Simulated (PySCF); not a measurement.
O3Te, SMILES O=[Te+2]([O-])[O-]. Geometry: PBE0-D3(BJ)/def2-SVP. The def2 effective core potentials stand for the cores of Te; spin–orbit coupling is left out.

Calculation: PBE0-D3(BJ)/def2-SVP (PySCF).

Harmonic wavenumbers (cm⁻¹): 184, 243, 243, 822, 887, 887. Rotational constants (GHz): 6.457, 6.457, 3.229; symmetry number 6.

Problem. Work out the zero-point energy and the ideal-gas rigid-rotor harmonic-oscillator thermochemistry at 298.15 K and 1 atm.

Solution. ZPE = ½ Σ hcν = ½ × 3266 cm⁻¹ = 4.67 kcal/mol. H − E(el) = 8.15 kcal/mol. Entropy in cal/(mol K): translation 41.40, rotation 21.72, vibration 6.33, total 69.45. G − E(el) = -12.56 kcal/mol. Cp = 15.01 cal/(mol K).
